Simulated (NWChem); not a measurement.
Molecule: MgF2; SMILES [F][Mg][F]

```xyz
3

Mg     0.0000     0.0000    -0.0477
F      1.7536     0.0000    -0.0477
F     -1.7536     0.0000    -0.0477
```
Atoms are numbered in this order, from 1.

Geometry: optimised at PBE0/def2-SVP.

**Question.** Give the principal values of the shielding tensors (ppm) of Mg1, F2 from PBE0/pcSseg-1, GIAO (NWChem), with their diamagnetic and paramagnetic parts as GIAO splits them.

**Answer.** 
```tsv
atom	σ11	σ22	σ33	isotropic	diamagnetic	paramagnetic
Mg1	455.3	455.3	711.0	540.5	706.4	-165.9
F2	423.1	423.1	484.9	443.7	472.8	-29.1
```
